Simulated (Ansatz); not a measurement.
Consider the substitution at a C–N bond: `BNC(C)F` + CH₃OH → `COC(C)F` + `BN`.

Gas-phase electronic energies from Ansatz, PBE0-D4/def2-TZVP geometries. CCSD(T)/CBS is the MP2 limit (def2-TZVPP, def2-QZVPP) plus CCSD(T) − MP2 in def2-TZVPP, frozen cores. This one scheme is used for every species. DFT in def2-TZVPP. One conformer a species, not always the lowest.

(1) Is it downhill or uphill in electronic energy at CCSD(T)/CBS, and by how much? (Estimate.)

(2) What do these levels give: r2SCAN0-D4, LC-ωPBE, HF/def2-TZVPP, SCS-MP2/def2-TZVPP, CCSD/def2-TZVPP, CCSD/CBS(def2)? (Best estimate.)

Largest T1 diagnostic among the species: 0.012.

Answers

(1) Ansatz gave: Downhill: ΔE = -11.1 kJ/mol.

(2) The calculation gave: r2SCAN0-D4 -15.5, LC-ωPBE -13.6, HF/def2-TZVPP -16.7, SCS-MP2/def2-TZVPP -12.1, CCSD/def2-TZVPP -12.7, CCSD/CBS(def2) -10.8 kJ/mol.

Leaving LDA and LC-ωPBE aside and taking each functional with its dispersion term where it has one, the values, not all of them listed here, spread over 7.2 kJ/mol, from B97M-V to revPBE-D4. In def2-TZVPP, CCSD(T) changes the Hartree–Fock value by +3.6 kJ/mol (the triples alone add −0.3 kJ/mol) and MP2 by +5.4 kJ/mol.
